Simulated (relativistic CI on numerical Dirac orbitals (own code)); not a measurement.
**Pb59+: sensitivity of the levels to the model**

Base calculation: Dirac-Coulomb-Breit CI, separate exchange-only KLI orbitals for each configuration, model QED (radiative potential, 1s self-energy scaled to tabulated hydrogen-like ionisation energies), unscaled Slater integrals.

CI space (outside the closed core [Ne]): 3s2 3p6 3d5, 3s2 3p5 3d6, 3s2 3p4 3d7, 3s 3p6 3d6, 3p6 3d7, 3s 3p5 3d7, 3s2 3p6 3d4 4s, 3s2 3p6 3d4 4p, 3s2 3p4 3d6 4s, 3s2 3p6 3d4 4d, 3s2 3p4 3d6 4p, 3s2 3p5 3d5 4s, 3s2 3p6 3d4 4f, 3s 3p5 3d6 4s, 3s2 3p5 3d5 4p, 3s 3p5 3d6 4p, 3s2 3p6 3d3 4s2, 3s 3p6 3d5 4s, 3s2 3p6 3d3 4s 4p, 3p6 3d6 4p. Levels of other configurations are missing.

Variants: (1) valence Slater integrals scaled by 0.9; (2) Breit term removed; (3) only the first 3 configurations. Shifts of the energy above 3s2 3p6 3d5 2D_5/2, in eV, for the lowest level and the first level of each name with at least 55 % of one term (blank where a level changes its place among those of its configuration and J or its character, or is not in the variant):

| Level | Base | Δ(1) | Δ(2) | Δ(3) |
| --- | --- | --- | --- | --- |
| 3s2 3p6 3d5 2D_5/2 | 0.000 | 0.000 | 0.000 | 0.000 |
| 3s2 3p6 3d5 2D_3/2 | 153.580 | -3.288 | +1.860 | -0.025 |
| 3s2 3p6 3d5 4G_9/2 | 227.360 | +0.086 | +6.863 | -0.240 |
| 3s2 3p6 3d5 2I_13/2 | 230.637 | -0.549 | +9.577 | -0.533 |
| 3s2 3p6 3d5 4D_1/2 | 233.763 | -0.148 | +4.224 | +0.027 |
| 3s2 3p6 3d5 2G_7/2 | 244.831 | -1.559 | +6.815 | -0.009 |
| 3s2 3p6 3d5 4F_5/2 | 247.483 | -1.557 | +4.621 | -0.154 |
| 3s2 3p6 3d5 2P_3/2 | 283.413 | -5.085 | +4.352 | +0.220 |
| 3s2 3p5 3d6 4H°_13/2 | 580.210 | +2.925 | +10.286 | -0.286 |
| 3s2 3p5 3d6 4I°_15/2 | 589.608 | +1.782 | +11.715 | -0.550 |

At this charge energies of transitions that change n are usually good to better than 1 %, and those within a shell (Δn = 0) to a few per cent.

Ionisation energy from the two ground configurations alone: base 6162.4 eV; Breit term removed 6165.43 eV. The NIST ASD value (theoretical) is 6162 eV.

LS names give the leading component of a level, which can be under half, so a name can repeat, a term be missing and a line seem to break the LS rules.
